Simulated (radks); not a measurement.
Problem. Ionisation of the chlorine ion Cl2+, [Ne] 3s2 3p3, to [Ne] 3s2 3p2 as the strength of local exchange is varied. All-electron calculation, Dirac Kohn-Sham, Slater X-alpha exchange (alpha = 2/3 is LDA exchange), no correlation, spin-unpolarised, spherical densities, point nucleus; open shells fill j = l - 1/2 first. Program: a radial shooting solver on a logarithmic mesh with Libxc functionals.

alpha  E(Cl2+) (hartree)  exchange (hartree)  IE (eV)  -e of the level emptied (eV)  <r> of it (bohr)
0.605         -455.17008           -22.30868   35.794                29.247 (3p3/2)             1.632
0.638         -456.38820           -23.57508   36.344                29.770 (3p3/2)             1.622
0.667         -457.46078           -24.69221   36.832                30.234 (3p3/2)             1.614
0.704         -458.83213           -26.12325   37.459                30.831 (3p3/2)             1.603
0.852         -464.34972           -31.91175   40.020                33.279 (3p3/2)             1.562
0.98          -469.16324           -37.00101   42.305                35.470 (3p3/2)             1.529
0.986         -469.38982           -37.24146   42.414                35.574 (3p3/2)             1.527
?             -462.18128           -29.63101   39.006                32.308 (3p3/2)             1.578

Which alpha was used in the last row?

Solution. alpha = 0.794. NIST Atomic Spectra Database: 39.8 +/- 0.11 eV (semi-empirical). The Delta-SCF value meets it near alpha = 0.84. Spin polarisation and multiplet splitting are left out, so open shells lie too high by an amount that depends on their filling.

Beside tabulated values, note that spin-unpolarised runs miss the spin-polarisation part of the exchange energy of open shells.
